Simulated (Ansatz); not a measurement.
Geometry optimisation, UKS B3LYP-D4/def2-SVP in Ansatz 0.2.0.

input.yaml

```yaml
crystal:
  periodic: [false, false, false]
  atoms:
    - { symbol: H, position_ang: [-0.312333, -0.488326, -0.052503] }
    - { symbol: Sb, position_ang: [-2.142747, 1.642203, -1.109691] }
    - { symbol: Ge, position_ang: [0.863122, -1.219725, 0.581512] }
    - { symbol: H, position_ang: [-1.453059, 2.467472, 0.241613] }
    - { symbol: H, position_ang: [-0.740181, 1.998892, -2.052134] }
    - { symbol: H, position_ang: [0.701476, -1.223502, 2.113358] }
    - { symbol: H, position_ang: [2.174415, -0.50421, 0.205851] }
    - { symbol: H, position_ang: [0.909208, -2.672703, 0.071994] }
magnetization:
  spin_polarized: true
  initial_magnetization: 1
basis:
  gaussian: { orbitals: def2-SVP }
hamiltonian:
  xc: b3lyp
  dispersion: d4
relax:
  f_tol: 0.03
  max_steps: 50
```

Launched with:

```bash
$ ansatz run input.yaml --threads 2 --pin off --max-ram 3072MiB --backend cpu --events-out ev --progress --plain --runs-dir out
```

Q: Where does it end, and by what steps?

A: The forces met the threshold. The force dipped under the threshold on the way, but the program's further checks kept it going. After 23 steps the energy has fallen by 0.020 eV; H1 moved furthest, 0.89 Å.

```
step  energy less start (eV)  largest force component (eV/Å)  accepted
   0                  0.0000                           0.311       yes
   1                 -0.0052                           0.043       yes
   2                 -0.0052                           0.035       yes
   3                 -0.0056                           0.077       yes
   4                 -0.0061                           0.041       yes
   5                 -0.0066                           0.007       yes
   6                 -0.0072                           0.048       yes
   7                 -0.0077                           0.064       yes
   8                 -0.0080                           0.090       yes
   9                 -0.0085                           0.078       yes
  10                 -0.0078                           0.154        no
  11                 -0.0096                           0.053       yes
  12                 -0.0105                           0.071       yes
  13                 -0.0112                           0.078       yes
  14                 -0.0125                           0.094       yes
  15                 -0.0138                           0.106       yes
  16                 -0.0151                           0.114       yes
  17                 -0.0036                           0.353        no
  18                 -0.0175                           0.028       yes
  19                 -0.0183                           0.050       yes
  20                 -0.0186                           0.062       yes
  21                 -0.0191                           0.039       yes
  22                 -0.0195                           0.002       yes
  23                 -0.0197                           0.024       yes
```

```xyz
8
Properties=species:S:1:pos:R:3
H -0.623 -1.259 -0.368
Sb -1.918 2.014 -0.894
Ge 0.679 -1.148 0.448
H -0.955 1.903 0.537
H -0.510 1.830 -1.877
H 0.345 -0.689 1.881
H 1.614 -0.125 -0.222
H 1.369 -2.526 0.494
```

The run took 73 s on 2 threads of Intel(R) Xeon(R) Platinum 8488C (Sapphire Rapids) (shared host), peak memory 0.3 GiB.
